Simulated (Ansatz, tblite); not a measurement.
Forces on GeTe4 at its PBE-D4/def2-SVP geometry. The state is a singlet with charge 0.

In the def2 sets Te takes a core potential; there is no spin–orbit coupling. The xTB rows come from tblite. Another isomer (singlet) lies 0.54 eV lower at PBE0-D4/def2-TZVP; other spin states weren't run for this one.

GFN1-xTB (tblite), largest force 2.30 eV/Å:

```xyz
5
positions Å, forces eV/Å
Ge    0.139   -0.517    1.465   -0.206    0.763   -2.164
Te    1.286   -1.821   -0.792   -0.867    1.153    0.901
Te   -2.355   -0.185    0.131    1.682    0.008    0.254
Te    1.062    2.031    0.588   -0.712   -1.545   -0.066
Te   -0.132    0.491   -1.391    0.102   -0.379    1.076
```

GFN2-xTB (tblite), largest force 1.19 eV/Å:

```
Ge -0.098 0.364 -1.032
Te -0.498 0.714 0.268
Te 0.904 0.085 -0.087
Te -0.413 -0.770 -0.264
Te 0.106 -0.393 1.115
```

PBE-D4/def2-TZVP (Ansatz), largest force 0.36 eV/Å:

```
Ge -0.016 0.060 -0.172
Te -0.117 0.179 0.012
Te 0.200 0.037 -0.069
Te -0.099 -0.157 -0.109
Te 0.032 -0.119 0.338
```
